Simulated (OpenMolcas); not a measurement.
**O5+: effect of the active space**

* Program: OpenMolcas
* Method: CASSCF or its RAS form
* Basis: ANO-R3
* Scalar Hamiltonian: X2C, finite nucleus
* Spin-orbit coupling: RASSI with atomic mean-field integrals over the reference wave functions, term energies averaged over their components

A. 1 electron in 4 orbitals (2s 2p); 2S+1 = 2 even, 1 root; 2S+1 = 2 odd, 3 roots; cost of the order of 6 core-seconds
B. 1 electron in 8 orbitals (2s 2p 3s 3p); 2S+1 = 2 even, 1 root; 2S+1 = 2 odd, 3 roots; cost of the order of 7 core-seconds
C. 1 electron in 9 orbitals (RAS2 2s 2p; RAS3 3d, at most 1 electron); 2S+1 = 2 even, 1 root; 2S+1 = 2 odd, 3 roots; cost about 11 core-seconds

Energies in cm⁻¹ above 2s ²S_1/2, the measured ground level; measured values from Moore, Selected Tables of Atomic Spectra, NSRDS-NBS 3, section 8.

```tsv
Level	A	B	C	Measured
2s ²S_1/2	0.0	0.0	0.0	0.0
2p ²P°_1/2	97007	97007	97007	96375
2p ²P°_3/2	97512	97512	97512	96908
```

Deviations, from unrounded energies. A percentage is the sum of absolute deviations over the sum of measured energies, with the sign that they share, or ± where signs differ.

```
           Against measurement  Levels     A     B     C
mean absolute deviation (cm-1)       2   620   620   620
      other configurations (%)       2  +0.6  +0.6  +0.6
```

A, B, C lie about equally close to measurement. The largest miss of C in the table is 2p ²P°_1/2, by +630 cm-1. The ranking rests on the paired levels alone, and a cruder setting can come out closer through cancelling errors.

Among A to C no level of the table moves by more than 5 cm-1.

With one active electron the reference holds no correlation, so core polarisation is missing. With one active electron outside closed inactive shells, the extra shells (3p 3s) add no correlation to the reference (holds for B). With one active electron outside closed inactive shells, the extra shells (3d) add no correlation to the reference (holds for C). Computed and measured levels are paired by configuration, term and J; levels that our copy of the source lacks, or whose pairing is in doubt (as where it misses far off the trend of its configuration), stay unpaired and out of the deviations. Only configurations of the active space appear.

° marks odd parity.
